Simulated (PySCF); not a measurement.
# C₆ coefficients of unlike pairs at PBE0

Calculated with PySCF 2.14 from the dipole response of each species, C₆(A,B) = (3/π) ∫ α_A(iu) α_B(iu) du, in atomic units, from isotropic polarisabilities. For ions this is the dispersion term alone; charge-induced terms of lower order in 1/R come first.

```json
{"species": "Ne⁺", "configuration": "[He] 2s2 2p5 (2P)", "basis": "dyall-av3z (15s9p3d2f)", "relativity": "none", "α (bohr³)": "1.305", "C₆ (like pair)": "2.297"}
{"species": "Ar²⁺", "configuration": "[Ne] 3s2 3p4 (3P)", "basis": "aug-cc-pV(5+d)Z (8s7p6d4f3g2h)", "relativity": "none", "α (bohr³)": "4.804", "C₆ (like pair)": "16.83"}
{"species": "Ar", "configuration": "[Ar] (1S)", "basis": "aug-cc-pCVTZ-DK with one added diffuse shell each of s, p, d, f type (9s8p6d4f)", "relativity": "spin-free X2C", "α (bohr³)": "11.43", "C₆ (like pair)": "66.63"}
{"species": "Pb²⁺", "configuration": "[Xe] 4f14 5d10 6s2 (1S)", "basis": "aug-cc-pwCVTZ-DK3 (11s10p8d5f1g)", "relativity": "spin-free X2C", "α (bohr³)": "13.77", "C₆ (like pair)": "95.13"}
```

Question: Estimate C₆ for Pb²⁺ with Ne⁺.

Answer: The integral gives 13.83. The combination rule 2 C_A C_B / (C_A α_B/α_A + C_B α_A/α_B) gives 13.14 and the geometric mean 14.78.

No spin-orbit coupling is included.

The other pairs:

```tsv
pair	C₆
Ar²⁺, Ne⁺	5.932
Pb²⁺, Ar	79.14
Pb²⁺, Ar²⁺	39.67
Ar, Ar²⁺	33.08
Ar, Ne⁺	11.17
```
